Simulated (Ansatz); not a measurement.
Cost and result up the ladder for the cluster Al₂Cl₆ (the lowest singlet isomer of a short search) (8 atoms). The state is a singlet with charge 0. Geometry: r2SCAN-D4/def2-SVP.

Cartesian coordinates in Å:
```
Al -1.0413 0.2395 -1.2011
Al 1.0478 -0.2377 1.1960
Cl -0.0760 1.5808 0.3801
Cl 0.1572 -1.5575 -0.4463
Cl 3.0962 0.0033 0.8801
Cl -3.0618 -0.0242 -0.7516
Cl -0.3694 0.7835 -3.1001
Cl 0.2474 -0.7877 3.0428
```

Ansatz on 4 threads of Arm Neoverse V1 on a shared host. Times are rough, and most runs start from the orbitals of an earlier one. r2SCAN0-D4/def2-TZVP serves as the yardstick here, not as an exact answer. Differences are given only for rows in sets of like size (and for xTB, whose basis is part of the method), since another set adds its own error. Binding counts from free atoms at the same level (Al doublet, Cl doublet; other spins of the atoms weren't run), without zero-point energy or a counterpoise term.

Correlated methods freeze 40 core orbitals. The rows differ in basis, and correlated rows in double-zeta sets carry the largest basis error. The structure comes from a short search, and lower isomers may exist.

Correlated methods converge slowly with the basis, most of all in double-zeta sets.

| level | functions | binding energy per atom (eV) | difference from r2SCAN0-D4/def2-TZVP (eV) |
| --- | --- | --- | --- |
| PBE-D4/def2-TZVPD | 362 | 3.53 | 0.00 |
| RPA@PBE/def2-TZVP | 296 | 3.09 | -0.44 |
| B2PLYP/def2-TZVP | 296 | 3.41 | -0.12 |
| PBE0-D4/def2-TZVP | 296 | 3.52 | -0.01 |
| B2PLYP/def2-TZVPD | 362 | 3.41 | -0.13 |
| PBE-D4/def2-TZVP (with forces) | 296 | 3.54 | 0.01 |
| PBE0-D4/def2-TZVPD | 362 | 3.52 | -0.02 |
| r2SCAN0-D4/def2-TZVP | 296 | 3.53 | 0.00 |
| PBE-D4/def2-SVP | 144 | 3.58 | – |
| PBE0-D4/def2-SVP | 144 | 3.54 | – |
| CCSD(T)/def2-SVP | 144 | 3.29 | – |
| MP2/def2-TZVP | 296 | 3.60 | 0.07 |
| B97M-V/def2-TZVP | 296 | 3.61 | 0.08 |
| r2SCAN-D4/def2-TZVP | 296 | 3.59 | 0.06 |

Estimate how long each takes.

PBE-D4/def2-SVP 2.1 s; PBE0-D4/def2-SVP 3.2 s; PBE-D4/def2-TZVP (with forces) 6 s; PBE-D4/def2-TZVPD 8.5 s; MP2/def2-TZVP 9 s; RPA@PBE/def2-TZVP 11 s; r2SCAN-D4/def2-TZVP 11 s; PBE0-D4/def2-TZVP 15 s; B2PLYP/def2-TZVP 16 s; CCSD(T)/def2-SVP 16 s; B97M-V/def2-TZVP 17 s; r2SCAN0-D4/def2-TZVP 18 s; PBE0-D4/def2-TZVPD 20 s; B2PLYP/def2-TZVPD 28 s. On shared hardware such times vary by a factor of up to 3.
